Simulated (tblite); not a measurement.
Species: C4H6FO2Si (doublet state).
Cartesian coordinates in Å at the GFN2-xTB level; atoms count from 1:
```xyz
14
C4H6FO2Si angstrom
C     -2.1761    1.0288    0.5726
C     -1.0473    0.4883    0.1217
F     -0.2731    1.1966   -0.7588
C     -0.5420   -0.8468    0.4717
O     -1.0784   -1.5023    1.3565
C      0.6814   -1.3038   -0.2499
Si     2.0657   -0.4346    0.7400
O      2.4465    1.0469    0.2214
H     -2.7740    0.4707    1.2678
H     -2.5092    2.0014    0.2594
H      0.7482   -2.3864   -0.1910
H      0.6943   -0.9849   -1.2903
H      1.9337   -0.4435    2.1858
H      1.8297    1.6693   -0.1692
```

Calculated harmonic vibrations of the isolated species, GFN2-xTB (tblite), most abundant isotopes, no scaling. This tight-binding method is rough: wavenumbers can miss measured ones by several per cent, in bad cases by 10 to 20. Modes of hydrogen on silicon can be 10 to 20 % off. One conformer, not necessarily the lowest. Open shells enter through the occupations alone, without spin polarisation, and single modes of such species can be off by tens of per cent.

Harmonic wavenumbers (cm⁻¹): 39.6, 61.7, 118.9, 151.8, 176.7, 239.8, 256.2, 349.1, 368.3, 441.2, 467.9, 531.8, 611.2, 633.7, 688.5, 729.9, 751.8, 755.6, 845.9, 860.5, 895.5, 937.3, 1030.2, 1101.6, 1141.0, 1230.3, 1341.6, 1432.6, 1624.8, 1649.7, 2353.4, 3003.4, 3039.1, 3129.8, 3177.9, 3534.9.

A = 2508, B = 1387, C = 1031 MHz; mass 133.012 u (most abundant isotopes); point group C1, symmetry number 1; spin multiplicity 2.

Q: What is the zero-point energy?

A: ½Σν̃ = 19852 cm⁻¹ = 237.48 kJ/mol.

Q: What is S at 298.15 K and 1 bar for an ideal gas of classical rigid rotors and harmonic oscillators?

A: Translation 169.85, rotation 120.85, vibration 119.29, spin (R ln 2) 5.76: S = 415.7 J/(mol K).

Q: And Cp and H(298.15 K) − H(0)?

A: Cp = 153.37 J/(mol K), of which vibrations give 120.11 (their classical limit is 36 R = 299.3); H(298.15 K) − H(0) = 28.44 kJ/mol without the zero-point energy, 18.52 from vibrations.

Q: Which modes carry the vibrational entropy at 298.15 K?

A: 39.6 cm⁻¹: 22.09; 61.7 cm⁻¹: 18.42; 118.9 cm⁻¹: 13.05; 151.8 cm⁻¹: 11.09; 176.7 cm⁻¹: 9.89; 239.8 cm⁻¹: 7.55 J/(mol K); the other 30 give 37.21 together.

Q: Blend soft modes into free rotors: weight 1/[1 + (100 cm⁻¹/ν̃)⁴] for the oscillator and the rest for a rotor with moment μB/(μ + B), μ = h/(8π²ν), B = 10⁻⁴⁴ kg m². What vibrational entropy results?

A: 108.56 J/(mol K) in place of 119.29, which changes −T·S at 298.15 K by +3.20 kJ/mol.

Hindered rotation and anharmonicity are outside this model. Other conformers, if any are populated, would add a mixing term that is left out. The structure is chiral; the term R ln 2 for an equal mix with its mirror image is left out.
